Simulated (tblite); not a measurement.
What does the GFN2-xTB structure of `CN[Si@@H]1[Si@H](Cl)[Si@@H](C)[Si@@H]1Cl` look like in three dimensions?

Z-matrix in Å and degrees, rows numbered from 1:
```
C 
N   1  1.4454
Si  2  1.7235  1  123.63
Si  3  2.3664  2  110.65  1   171.68
Cl  4  2.0580  3  111.65  2   -13.50
Si  4  2.3782  3   90.91  2  -128.05
C   6  1.9069  4  109.77  3  -104.62
Si  6  2.3836  4   89.17  3     6.46
Cl  8  2.0686  3  109.29  2     7.14
H   1  1.0949  2  112.39  3   -81.97
H   1  1.0910  2  110.03  3   156.97
H   1  1.0879  2  108.84  3    37.98
H   2  1.0098  1  111.02  3   147.08
H   3  1.4740  2  102.32  1   -58.22
H   4  1.4686  3  119.94  2   105.54
H   6  1.4756  4  120.81  3   133.10
H   7  1.0860  6  110.51  4    49.60
H   7  1.0852  6  111.84  4   169.29
H   7  1.0854  6  111.91  4   -70.14
H   8  1.4713  3  124.65  2  -111.67
```

Si6 (SiH silicon) has angles from 89.2° to 121.3°. N2 (silicon-bound nitrogen) has angles 123.6°, 117.0° and 111.0°, sum 351.6°, 0.23 Å off the plane of its three neighbours. The Si–Si distances run from 2.366 Å (Si3–Si4, drawn single) to 2.396 Å (Si3–Si8, drawn single), a spread of 0.030 Å. The 4-membered ring Si3–Si4–Si6–Si8 has internal angles of 89.1° to 90.9°; it is slightly puckered (a soft mode that the optimisation may not have finished), 0.07 Å rms from its mean plane, widest ring torsion 6°.

Computed geometry: GFN2-xTB, gas phase.

Point group: C1 (no symmetry element, even within 0.4 Å). Its GFN2-xTB frequencies are all real (lowest 21 cm⁻¹). The numbers are those of one conformer (C1–N2–Si3–Si4 172°, N2–Si3–Si4–Cl5 -13°, Si3–Si4–Si6–C7 -105°, Si4–Si6–Si8–Cl9 104°, N2–Si3–Si8–Si6 120°).
